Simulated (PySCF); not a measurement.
An unknown gives this computed stick spectrum. Computed with PySCF, TDDFT wB97X-D/def2-SVPD, vertical, gas phase, core orbitals frozen in the response. Geometries: PBE0-D3(BJ)/def2-SVP, one conformer each.

| state | λ (nm) | f |
| --- | --- | --- |
| S1 | 248.1 | 0.456 |
| S2 | 224.2 | 0.020 |
| S3 | 220.4 | 0.021 |
| S4 | 213.3 | 0.011 |
| S5 | 203.6 | 0.018 |
| S6 | 198.8 | 0.0056 |
| S7 | 187.1 | 0.0055 |
| S8 | 180.3 | 0.012 |
| S9 | 178.2 | 0.150 |
| S10 | 175.3 | 0.0063 |

Triplets computed (Tamm–Dancoff): 3.19, 5.17, 5.38, 5.41 eV.

Question: Which structure fits? All have the formula C7H12SSi.
A. `C#C/C(CC)=C(\C)S[SiH3]`
B. `CC(C)[SiH2]C1=CC=CS1`
C. `CCC[SiH2]c1cccs1`

Answer: A. Its S1, at 5.00 eV, is the lowest among the candidates; the nearest of the others has S1 at 5.54 eV. S1 is HOMO→LUMO (91%). Löwdin shares by element: HOMO carbon 49% or more, sulfur 25% (atoms not listed hold the other 26%); LUMO carbon 69% or more (atoms not listed hold the other 31%). At the same level the other candidates give, for their lowest levels:
- `CC(C)[SiH2]c1cccs1`: 224 nm (f 0.193); 216 nm (f 0.094); 193 nm (f 0.002); 190 nm (f 0.000); 179 nm (f 0.003); T1 3.73 eV; HOMO -8.67, LUMO 0.91 eV
- `CCC[SiH2]c1cccs1`: 223 nm (f 0.192); 216 nm (f 0.098); 191 nm (f 0.002); 189 nm (f 0.001); 180 nm (f 0.002); T1 3.73 eV; HOMO -8.68, LUMO 0.93 eV

Conformer computed: `[CH:1]#[C:2]/[C:3]([CH2:4][CH3:5])=[C:6](\[CH3:7])[S:8][SiH3:9]`: C2–C3–C4–C5 83°, C3–C6–S8–Si9 -141°.
